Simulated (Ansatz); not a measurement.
Geometry optimisation, RKS PBE-D4/def2-SVP in Ansatz 0.2.0.

input.yaml

```yaml
crystal:
  periodic: [false, false, false]
  atoms:
    - { symbol: Sn, position_ang: [-0.72723, 0.028462, 0.24402] }
    - { symbol: H, position_ang: [1.703152, -0.127636, 1.890523] }
    - { symbol: Cl, position_ang: [2.766822, 0.149329, 1.125939] }
    - { symbol: H, position_ang: [-0.935913, 1.254858, -1.070609] }
    - { symbol: Cl, position_ang: [-1.329931, -1.851814, -1.144573] }
basis:
  gaussian: { orbitals: def2-SVP }
hamiltonian:
  xc: pbe
  dispersion: d4
relax:
  f_tol: 0.03
  max_steps: 50
output:
  orbitals: {}
```

Command:

```bash
$ ansatz run input.yaml --threads 1 --pin off --max-ram 2048MiB --backend cpu --events-out ev --progress --plain --runs-dir out
```

Task: Where does it end, and by what steps?

Result: The forces met the threshold. The force dipped under the threshold on the way, but the program's further checks kept it going. After 30 steps the energy has fallen by 0.450 eV; Cl5 moved furthest, 1.56 Å. Joined: Sn1–Cl3 (3.61 → 2.84 Å).

```csv
step,energy less start (eV),largest force component (eV/Å),accepted
0,0.0000,0.871,yes
2,-0.0130,1.342,no
4,-0.0767,0.839,yes
6,-0.1373,0.277,yes
8,-0.1747,0.160,yes
10,-0.1781,0.354,no
12,-0.1953,0.117,yes
14,-0.1969,0.185,yes
16,-0.2010,0.009,yes
18,-0.2025,0.068,yes
20,-0.2056,0.743,yes
22,-0.2794,0.668,yes
24,-0.3944,0.336,yes
26,-0.3991,0.445,no
28,-0.4456,0.186,no
30,-0.4495,0.021,yes
```

```xyz
5
Properties=species:S:1:pos:R:3
Sn -0.990 0.514 0.409
H 1.267 -0.801 0.667
Cl 1.707 0.365 1.278
H -0.380 1.188 -1.153
Cl -0.127 -1.813 -0.155
```

Whether the end is a true minimum wasn't checked by a vibrational analysis.

Time of the run: 63 s on 1 thread of Arm Neoverse V1, with other jobs on the host, peak memory 0.12 GiB.
